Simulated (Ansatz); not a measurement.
C$_{2}$H$_{8}$BFSi (`CBC[SiH2]F`). The species carries charge 0 and has multiplicity 1. All single points use the PBE0-D4/def2-TZVP geometry. It is one conformer, not always the lowest.

```xyz
13

C     0.624    1.357   -1.294
B     0.375    0.940    0.185
C    -0.823    0.071    0.640
Si   -0.308   -1.719    0.729
F     0.275   -2.185   -0.691
H     0.831    2.431   -1.365
H    -0.174    1.100   -1.993
H     1.548    0.873   -1.639
H     1.192    1.252    1.012
H    -1.692    0.114   -0.025
H    -1.135    0.282    1.672
H    -1.472   -2.588    1.031
H     0.759   -1.926    1.737
```

Task: What is the dipole moment at PBE/def2-TZVPP? (Estimate.)

Result: The calculation gave: 1.37 D, with components (-0.95, 0.75, 0.63) D in this frame, pointing from negative to positive charge.

Task: And with r2SCAN, B3LYP, ωB97M-V? (Estimate.)

Result: Computed: r2SCAN 1.41 D, B3LYP 1.45 D, ωB97M-V 1.44 D.

Task: Give the Mulliken charges with PBE, ωB97M-V, B3LYP in def2-TZVPP. (Estimate.)

Result: Computed: 
| atom | PBE | ωB97M-V | B3LYP |
| --- | --- | --- | --- |
| C1 | -0.32 | -0.34 | -0.30 |
| B2 | 0.01 | -0.05 | 0.01 |
| C3 | -0.24 | -0.34 | -0.26 |
| Si4 | 0.47 | 0.49 | 0.55 |
| F5 | -0.29 | -0.32 | -0.33 |
| H6 | 0.11 | 0.11 | 0.10 |
| H7 | 0.08 | 0.10 | 0.08 |
| H8 | 0.11 | 0.12 | 0.10 |
| H9 | 0.01 | 0.07 | 0.02 |
| H10 | 0.10 | 0.12 | 0.10 |
| H11 | 0.11 | 0.12 | 0.10 |
| H12 | -0.08 | -0.04 | -0.09 |
| H13 | -0.08 | -0.04 | -0.09 |

B3LYP here is the variant with VWN-RPA as its local correlation; programs differ in this.
